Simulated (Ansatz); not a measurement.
`[CH3][GeH]([F])[SiH2]F` → `[CH3][GeH2][F]` + `F[SiH]`  (silylene formation by 1,1-elimination)

Isolated molecules relaxed with PBE0-D4/def2-TZVP in Ansatz; ΔE leaves out vibrations. CCSD(T)/CBS adds triple-zeta CCSD(T) − MP2 to the extrapolated MP2 energy (def2 sets, frozen cores). This one scheme is used for every species. Functionals use def2-TZVPP. For Ge outer-core shells are correlated without core-valence functions, which leaves a few kJ/mol of doubt a bond. Scalar relativity is left out up to krypton. One conformer a species, not always the lowest.

CCSD(T)/CBS gives +48.5 kcal/mol.

(1) Another level gave +50.1 kcal/mol. Which?
A. HF/def2-TZVPP
B. PBE/def2-TZVPP
C. MP2/def2-TZVPP
D. CCSD(T)/def2-TZVPP

Largest T1 diagnostic among the species: 0.015.

## Answers

(1) C. MP2/def2-TZVPP 50.1, HF/def2-TZVPP 44.4, PBE 48.1, CCSD(T)/def2-TZVPP 46.9 kcal/mol.

From PBE to PBE0 (25 % exact exchange), in def2-TZVPP and without D4, ΔE moves by +2.3 kcal/mol. In def2-TZVPP, CCSD(T) changes the Hartree–Fock value by +2.5 kcal/mol (the triples alone add +0.7 kcal/mol) and MP2 by +5.7 kcal/mol.
